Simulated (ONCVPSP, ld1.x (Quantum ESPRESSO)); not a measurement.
**Pseudopotentials across the periodic table**

Generated with ld1.x 7.5 (TM, RRKJ, ultrasoft, PAW), atompaw 4.2 or ONCVPSP 4.0.1. The cutoff is in Ry: for ld1.x and atompaw files where the sum of valence levels is converged to 10 mRy in a Bessel basis, for ONCV files where the hardest occupied wave has 1 mHa per electron of residual kinetic energy. The error is the largest all-electron minus pseudo excitation energy over each file’s own four to seven test configurations (ionisations up to +4, promotions, holes and added fractions of an electron), all of which were solved. The labels leave out finer settings (local radius, basis sizes, second energies), which also bear on the numbers. Spin-polarised tests are not counted. The rows are a selection from randomly drawn settings: files with unsolved tests, undetermined cutoffs or missed reference levels are left out.

A true bound ghost makes a file unfit for plane-wave use even where its test errors are small: the radial tests pick states by their node count and pass the ghost by.

| element | potential | cutoff (Ry) | largest error (meV) | bound ghosts |
| --- | --- | --- | --- | --- |
| O | ONCV, PBE, scalar-relativistic, rc 0.95/1.70 (sp), local smoothed, core correction yes, reference 2s1 2p5, qcut 7.9/9.6, projectors 3/2 | 62 | +615 | none |
| Nb | TM semilocal, PBEsol, scalar-relativistic, rc 3.20/4.20/1.75 (spd), local s, core correction no, reference 4d4 5s0 5p1 | 35 | +23 | none |
| Gd | ONCV, PBE, fully relativistic, rc 2.45/2.90/2.90/0.85 (spdf), local smoothed, core correction yes, reference 4f7 5s2 5p6 5d1 6s1.5 6p0.5, qcut 4.6/5.3/6.1/18.5, projectors 2/2/3/1 | 305 | +222 | s, p3/2 |
| Hf | ONCV, PBE, scalar-relativistic, rc 1.50/1.95/3.15 (spd), local smoothed, core correction yes, reference 5s2 5p6 5d2 6s1, qcut 7.7/7.5/5, projectors 3/1/2 | 47 | -63 | none |
| Hf | ONCV, PBEsol, scalar-relativistic, rc 2.00/2.00/3.10 (spd), local p, core correction no, reference 5s2 5p6 5d2 6s1.5, qcut 5.4/6.1/5.1, projectors 2/0/1 | 21 | +3.9 | none |

Fill in the row for Mn: ONCV, LDA (Perdew-Wang 92), scalar-relativistic, rc 1.50/1.85/1.70 (spd), local smoothed, core correction yes, reference 3s2 3p6 3d5 4s1.75 4p0.25, qcut 6.2/8/10.1, projectors 2/2/1.

cutoff 74 Ry, largest error +1.7 meV, bound ghosts: none.

Fill in the row for Ge: ONCV, Wu-Cohen, scalar-relativistic, rc 0.95/1.20/1.15 (spd), local smoothed, core correction no, reference 3s2 3p6 3d10 4s2 4p2, qcut 15.4/14.3/14.9, projectors 2/2/2.

cutoff 170 Ry, largest error -204 meV, bound ghosts: none.

Fill in the row for Ni: ONCV, PBE, scalar-relativistic, rc 1.20/1.50/1.60 (spd), local smoothed, core correction no, reference 3s2 3p6 3d8 4s1 4p1, qcut 8.4/8/8.2, projectors 2/2/1.

cutoff 64 Ry, largest error +3.4 meV, bound ghosts: none.
